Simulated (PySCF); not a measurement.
**Basis-set dependence of population analyses: `C[SiH2]CCO`**

Species: C3H10OSi.
Geometry (PBE0-D3(BJ)/def2-SVP, Å), atoms numbered from 1 in this order:
```xyz
15
C3H10OSi angstrom
C      2.443   -0.219   -0.336
Si     0.750    0.601   -0.418
C     -0.607   -0.668   -0.043
C     -2.001   -0.181   -0.421
O     -2.252    1.134    0.005
H      2.621   -0.652    0.661
H      2.527   -1.029   -1.077
H      3.244    0.508   -0.536
H      0.709    1.719    0.577
H      0.527    1.172   -1.783
H     -0.377   -1.609   -0.573
H     -0.559   -0.913    1.034
H     -2.773   -0.882   -0.044
H     -2.100   -0.165   -1.518
H     -2.162    1.162    0.964
```

PBE0 throughout (PySCF), one geometry, spherical d and f functions. Isolated species at its PBE0-D3(BJ)/def2-SVP geometry (one conformer only). Atoms taken as equivalent share a column and are averaged. The first 7 of 10 kinds of atom are listed.

Mulliken charges (e):

```tsv
basis	functions	C1	Si2	C3	C4	O5	H6/H7/H8	H9/H10
STO-3G	39	-0.398	+0.624	-0.314	-0.053	-0.293	+0.071	-0.126
6-31G	69	-0.816	+0.730	-0.672	-0.071	-0.596	+0.190	-0.118
pcSseg-0	69	-1.174	+0.930	-1.030	-0.091	-0.661	+0.256	-0.053
6-31G*	94	-0.765	+0.518	-0.593	-0.069	-0.625	+0.194	-0.081
cc-pVDZ	124	-0.269	+0.294	-0.258	+0.109	-0.266	+0.063	-0.062
def2-SVP	124	-0.358	+0.448	-0.363	+0.169	-0.329	+0.075	-0.081
6-311+G(2d,p)	203	-0.764	+0.685	-0.565	-0.150	-0.365	+0.161	-0.077
aug-cc-pVDZ	209	+0.425	-0.074	+0.344	+0.857	-0.494	-0.259	+0.309
def2-TZVP	221	-0.502	+0.248	-0.387	-0.022	-0.440	+0.138	-0.037
IGLO-III	284	-0.625	+0.805	-0.501	-0.100	-0.420	+0.141	-0.190
cc-pVTZ	294	-0.393	+0.248	-0.304	-0.001	-0.327	+0.104	-0.046
pcSseg-2	327	-0.289	+0.613	-0.335	+0.198	-0.406	+0.049	-0.146
```

IAO charges (e):

```tsv
basis	functions	C1	Si2	C3	C4	O5	H6/H7/H8	H9/H10
STO-3G	39	-0.645	+0.759	-0.518	-0.134	-0.342	+0.130	-0.123
6-31G	69	-0.704	+0.635	-0.545	-0.070	-0.526	+0.159	-0.093
pcSseg-0	69	-0.709	+0.645	-0.563	-0.066	-0.508	+0.158	-0.091
6-31G*	94	-0.707	+0.747	-0.554	-0.034	-0.533	+0.152	-0.127
cc-pVDZ	124	-0.704	+0.744	-0.551	-0.034	-0.533	+0.151	-0.126
def2-SVP	124	-0.699	+0.762	-0.551	-0.030	-0.531	+0.148	-0.132
6-311+G(2d,p)	203	-0.729	+0.778	-0.568	-0.040	-0.558	+0.156	-0.133
aug-cc-pVDZ	209	-0.718	+0.747	-0.558	-0.038	-0.558	+0.155	-0.125
def2-TZVP	221	-0.732	+0.788	-0.572	-0.037	-0.555	+0.156	-0.136
IGLO-III	284	-0.733	+0.787	-0.572	-0.040	-0.559	+0.157	-0.135
cc-pVTZ	294	-0.730	+0.774	-0.569	-0.038	-0.553	+0.157	-0.132
pcSseg-2	327	-0.732	+0.786	-0.572	-0.037	-0.558	+0.157	-0.135
```

Some averages cover members that differ in this geometry, most widely: H6/H7/H8, Mulliken in aug-cc-pVDZ -0.337 to -0.193 e.

Task: Which scheme is steadiest as the basis changes?

Result: Largest range over the bases for any column: IAO 0.22 e, Mulliken 1.60 e. IAO charges move least and Mulliken charges most, counted in e. Without the minimal STO-3G basis the ranges are IAO 0.15, Mulliken 1.60 e.

Task: How much do the charges still move between the two largest bases, cc-pVTZ and pcSseg-2?

Result: At most, over all atoms: Mulliken 0.364 e, IAO 0.012 e.

Task: What do the same runs give for the total energy, the frontier levels and the dipole moment?

Result: 
```tsv
basis	energy (Eh)	HOMO (eV)	LUMO (eV)	μ (D)
STO-3G	-478.9152	-4.09	8.24	1.53
6-31G	-484.5890	-7.60	1.73	2.58
pcSseg-0	-483.8963	-7.71	1.54	2.39
6-31G*	-484.6721	-7.57	1.73	2.27
cc-pVDZ	-484.7058	-7.61	1.46	2.08
def2-SVP	-484.4679	-7.70	1.38	2.15
6-311+G(2d,p)	-484.7727	-7.87	0.00	2.22
aug-cc-pVDZ	-484.7249	-7.85	-0.20	2.13
def2-TZVP	-484.7884	-7.84	0.77	2.17
IGLO-III	-484.7967	-7.86	0.47	2.14
cc-pVTZ	-484.7861	-7.80	0.86	2.10
pcSseg-2	-484.7978	-7.88	0.35	2.18
```

The dipole is fixed by the density alone, so its range of 1.05 D shows that the density itself changes with the basis, not only its division among atoms.
